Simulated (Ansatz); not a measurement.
Al9⁺. The state is a singlet with charge 1. Geometry PBE-D4/def2-SVP; atoms count from 1.

Cartesian coordinates in Å:
```
Al 2.625 -0.918 -0.990
Al -0.811 -0.829 0.641
Al 0.619 0.806 -0.534
Al -1.457 -0.176 -2.373
Al 0.414 -1.732 -1.898
Al 2.066 -0.712 1.465
Al -1.612 1.501 1.777
Al -2.639 0.832 -0.428
Al 0.795 1.228 2.339
```

The restricted singlet is unstable towards broken spin symmetry in Hartree–Fock (as tested in another run); at PBE0-D4/def2-TZVP this wasn't settled. Another isomer (singlet) lies 0.04 eV lower at PBE0-D4/def2-TZVP; other spin states weren't run for this one.

Q: Estimate the Mulliken populations from the PBE0/def2-TZVP orbitals of Ansatz.

A: 
| atom | charge (e) |
| --- | --- |
| Al1 | 0.17 |
| Al2 | 0.05 |
| Al3 | 0.02 |
| Al4 | 0.14 |
| Al5 | 0.11 |
| Al6 | 0.12 |
| Al7 | 0.13 |
| Al8 | 0.12 |
| Al9 | 0.13 |
Mulliken values and Mayer orders depend strongly on the basis.

Q: And the Mayer bond orders between bonded heavy atoms (over 0.3)?

A: Al1–Al3 0.52 (2.68 Å); Al1–Al5 0.71 (2.52 Å); Al1–Al6 0.71 (2.53 Å); Al2–Al3 0.55 (2.47 Å); Al2–Al7 0.48 (2.71 Å); Al2–Al8 0.50 (2.69 Å); Al3–Al4 0.37 (2.94 Å); Al3–Al5 0.40 (2.89 Å); Al3–Al6 0.39 (2.90 Å); Al3–Al9 0.38 (2.91 Å); Al4–Al5 0.74 (2.48 Å); Al4–Al8 0.72 (2.49 Å); Al6–Al9 0.74 (2.48 Å); Al7–Al8 0.69 (2.52 Å); Al7–Al9 0.73 (2.49 Å). Values over 0.3 also appear between atoms too far apart for a bond (Al2–Al4 0.30 at 3.15 Å; Al2–Al5 0.35 at 2.96 Å; Al2–Al6 0.33 at 2.99 Å; Al2–Al9 0.31 at 3.11 Å); they arise where an orbital or an unpaired electron spreads over both atoms.
